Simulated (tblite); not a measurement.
Question: Give a GFN2-xTB geometry of `C=C1C(C#N)=[C]C(F)=C1F` [radical]. (Doublet state.)

Answer: 
```xyz
12
C7H2F2N angstrom
C     -0.5908    1.6366    0.3360
C     -0.0743    0.4663   -0.0309
C     -0.3021   -0.8547    0.6316
C     -1.1181   -1.0065    1.7547
N     -1.7943   -1.1004    2.6770
C      0.4079   -1.7524   -0.0649
C      1.1107   -1.1491   -1.1616
F      1.8878   -1.7976   -2.0147
C      0.8247    0.1780   -1.1449
F      1.2593    1.1215   -1.9800
H     -1.2480    1.7216    1.1851
H     -0.3615    2.5362   -0.2133
```

Any rigid rotation of these coordinates is as good. Atoms count from 1 in this order. C7 (carbon bonded to 2 C and F) is planar (angles 127.6°, 125.0° and 107.3°, sum 360.0°, 0.00 Å off the plane of its three neighbours). Of the pairs four or more bonds apart, C4···H11 is among the closest relative to their van der Waals radii: 2.79 Å, 96 % of the sum of Bondi's values. The 5-membered ring C2–C3–C6–C7–C9 has internal angles of 104.9° to 112.0°; it is planar, 0.00 Å rms from its mean plane, widest ring torsion 0°. The 7 C–C bonds span 1.331 Å (C1=C2, drawn double) to 1.495 Å (C2–C3, drawn single), a spread of 0.164 Å.

Bonds between heavy atoms (Å): C1=C2 1.331, C2–C3 1.495, C3–C4 1.397, C4≡N5 1.147, C3=C6 1.340, C6–C7 1.436, C7–F8 1.324, C7=C9 1.358, C9–F10 1.333, C2–C9 1.460.

Structure optimised with GFN2-xTB, isolated species. This method treats the open shell by occupation alone, without spin polarisation.

Point group: Cs (every atom within 0.08 Å of its image). Its GFN2-xTB frequencies are all real (lowest 88 cm⁻¹).

Time: 0.23 s. Hardware: an AMD EPYC 7B13 with one thread, shared host with 128 logical CPUs at a one-minute load of 16. These figures are those of the optimisation.

The numbers are calculated, not measured.
